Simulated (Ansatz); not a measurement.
```xyz
2

H    -0.0076    0.0055   -0.3770
H     0.0087   -0.0019    0.3850
```

Basis set: cc-pVTZ (spherical functions). All electrons are correlated. Charge 0, multiplicity 1.

Computed with Ansatz (development build ahead of 0.2.0); each method stands on the lowest determinant of its kind that the runs found. Restricted open shells among the atoms or ions are ROHF, correlated in semicanonical orbitals with singles.

Question: Give the atomization energy at this shape (free ground-state atoms in the same class of orbitals less the molecule, no zero-point energy) of singlet H2 by RHF-MP2, RHF.

Answer:

```
 method  atomization energy
RHF-MP2             4.48 eV
    RHF             3.61 eV
```
